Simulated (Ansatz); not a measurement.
`CCB(O)S` + `O[SiH3]` → `CCB(O)O[SiH3]` + H₂S  (ligand exchange at a B–S bond)

Computed with Ansatz on PBE0-D4/def2-TZVP structures; ΔE is electronic, products minus reactants. CCSD(T)/CBS adds triple-zeta CCSD(T) − MP2 to the extrapolated MP2 energy (def2 sets, frozen cores). This one scheme is used for every species. One conformer a species, not always the lowest.

`CCB(O)S`:

Z-matrix (Å, degrees):
```
C
C 1 1.524
H 1 1.092 2 111.2
H 1 1.092 2 111.2 3 -119.1
H 1 1.093 2 111.5 3 120.4
B 2 1.570 1 115.1 3 59.5
H 2 1.098 1 110.3 3 -177.8
H 2 1.098 1 110.3 3 -63.0
S 6 1.829 2 122.3 1 179.8
O 6 1.359 2 119.4 1 -0.2
H 9 1.341 6 96.6 2 -0.0
H 10 0.960 6 115.2 2 -180.0
```

`O[SiH3]`:

```xyz
6

O    -0.992    0.223    0.781
Si    0.341    0.089   -0.178
H    -1.610   -0.508    0.792
H     1.186   -1.073    0.214
H     1.100    1.347    0.003
H    -0.027   -0.078   -1.611
```

`CCB(O)O[SiH3]`:

Cartesian coordinates in Å:
```
C 0.677 -1.613 -1.533
C 0.591 -0.610 -0.390
B -0.772 0.161 -0.257
O -1.781 -0.086 -1.136
O -0.995 1.094 0.728
Si -0.059 1.664 1.957
H 0.519 -1.125 -2.498
H -0.090 -2.384 -1.439
H 1.650 -2.109 -1.564
H 0.793 -1.109 0.568
H 1.394 0.135 -0.479
H -2.558 0.448 -0.947
H 0.330 0.562 2.874
H -0.868 2.664 2.693
H 1.169 2.309 1.423
```

H₂S:

Cartesian coordinates in Å:
```
S -0.376 0.492 0.017
H -0.284 -0.579 -0.785
H 0.659 0.086 0.768
```

```csv
species,CCSD(T)/CBS(def2) energy (Eh)
`CCB(O)S`,-578.15903
`O[SiH3]`,-366.69042
`CCB(O)O[SiH3]`,-545.90188
H₂S,-398.97279
```

(1) Work out ΔE.

Largest T1 diagnostic among the species: 0.012.

## Answers

(1) ΔE = (-545.90188) + (-398.97279) − (-578.15903) − (-366.69042) = -0.02522 Eh = -15.8 kcal/mol.

From PBE to PBE0 (25 % exact exchange), in def2-TZVPP and without D4, ΔE moves by −1.1 kcal/mol. In def2-TZVPP, CCSD(T) changes the Hartree–Fock value by +3.1 kcal/mol (the triples alone add +0.7 kcal/mol) and MP2 by +4.4 kcal/mol.
